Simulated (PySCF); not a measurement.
Ligand exchange on a metal centre used in film growth or etching (Sc F-OH). Isolated molecules, 0 K electronic values unless said otherwise. One relaxed conformer stands for each flexible species; it need not be the lowest.

The LUMO from two functionals at the same geometries (BP86-D3(BJ)/def2-SVP), both in PySCF: PBE-D3(BJ)/def2-TZVP and TPSSh-D3(BJ)/def2-TZVP. 

```
species                             TPSSh-D3(BJ)/def2-TZVP (eV)
----------------------------------  ---------------------------
0 of 3 F replaced by OH ([Sc(F)3])                        -2.93
1 of 3 F replaced by OH                                   -2.45
2 of 3 F replaced by OH                                   -2.02
```

**Question.** What does PBE-D3(BJ)/def2-TZVP give for each?

**Answer.** 
- 0 of 3 F replaced by OH ([Sc(F)3]): -3.48
- 1 of 3 F replaced by OH: -3.02
- 2 of 3 F replaced by OH: -2.60
Over these rows, drawn at random from the members with no instability flagged (it was tested for open shells, ions and some series alone), PBE minus TPSSh-D3(BJ): mean -0.56 eV, from -0.57 eV to -0.55 eV.
